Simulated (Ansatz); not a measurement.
CH₆ClGeN (`[NH2][GeH2][CH2]Cl`). Charge 0, multiplicity 1. The geometry is a stationary point of PBE0-D4/def2-TZVP. It is one conformer, not always the lowest.

```xyz
10

N    -1.808   -0.104   -0.097
Ge   -0.149    0.258   -0.789
C     1.317   -0.172    0.464
Cl    1.043    0.672    2.012
H    -1.986    0.362    0.783
H    -2.003   -1.089    0.017
H    -0.081    1.761   -1.090
H     0.020   -0.598   -2.058
H     1.360   -1.240    0.678
H     2.286    0.148    0.081
```

(1) What is the dipole moment at ωB97M-V/def2-TZVPP? (Estimate.)

(2) And with PBE, r2SCAN, B3LYP? (Best estimate.)

(3) Give the Mulliken charges with ωB97M-V, r2SCAN, B3LYP in def2-TZVPP. (Best estimate.)

## Answers

(1) Ansatz gave: 1.57 D, with components (0.56, -1.37, -0.52) D in this frame, pointing from negative to positive charge.

(2) Ansatz gave: PBE 1.48 D, r2SCAN 1.57 D, B3LYP 1.56 D.

(3) The calculation gave: 
```tsv
atom	ωB97M-V	r2SCAN	B3LYP
N1	-0.37	-0.42	-0.39
Ge2	0.25	0.28	0.28
C3	-0.31	-0.13	-0.22
Cl4	-0.13	-0.18	-0.17
H5	0.11	0.14	0.13
H6	0.10	0.14	0.12
H7	0.02	-0.01	0.00
H8	0.01	-0.02	-0.02
H9	0.16	0.10	0.13
H10	0.16	0.10	0.14
```

B3LYP here is the variant with VWN-RPA as its local correlation; programs differ in this.
